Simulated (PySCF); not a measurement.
Species: C₇H₁₃N.
Structure used (PBE0-D3(BJ)/def2-SVP), in Å, numbered top down from 1:
```xyz
21
C7H13N angstrom
C     -2.0052    0.6609    0.6696
C     -2.0607   -0.7877    0.1411
C     -0.9351   -0.8398   -0.9140
N      0.0176    0.1978   -0.5485
C      0.9742   -0.2201    0.4289
C      2.2157   -0.8960   -0.0658
C      2.2838    0.5052    0.4679
C     -0.8292    1.2960   -0.1065
H     -1.8158    0.6775    1.7535
H     -2.9445    1.2094    0.5046
H     -1.8683   -1.5077    0.9509
H     -3.0391   -1.0488   -0.2886
H     -0.4357   -1.8166   -0.9855
H     -1.3447   -0.6052   -1.9119
H      0.5904   -0.5720    1.4024
H      2.6407   -1.7081    0.5294
H      2.2977   -1.0222   -1.1481
H      2.4116    1.3103   -0.2596
H      2.7566    0.6771    1.4381
H     -0.2466    2.0192    0.4817
H     -1.2102    1.8262   -0.9965
```

The closed-shell ground state was solved at several levels (PySCF, density fitting, gas phase, non-relativistic).

```
              level  basis functions  HOMO (eV)  LUMO (eV)  gap (eV)  dipole (D)
   wB97X-D/pcSseg-1              201      -8.08       3.09     11.17        0.93
CAM-B3LYP/def2-SVPD              264      -7.60       1.40      9.00        0.94
```

What might PBE0/pcSseg-1 (201 basis functions) give for the same quantities?

HOMO -6.21 eV, LUMO 1.28 eV, gap 7.49 eV, dipole 0.90 D.

Over all these levels, which gives the widest orbital gap and which the narrowest?

wB97X-D/pcSseg-1 (range-separated hybrid) has the widest, 11.17 eV, and PBE0/pcSseg-1 (global hybrid, 25 % exact exchange) the narrowest, 7.49 eV. The two share the basis. From the narrowest to the widest the HOMO moves by -1.87 eV and the LUMO by +1.81 eV.

How far do the dipole and the HOMO energy spread over the levels?

The dipole runs from 0.90 to 0.94 D (mean 0.92 D) and the HOMO from -8.08 to -6.21 eV.

One conformer stands for the species.
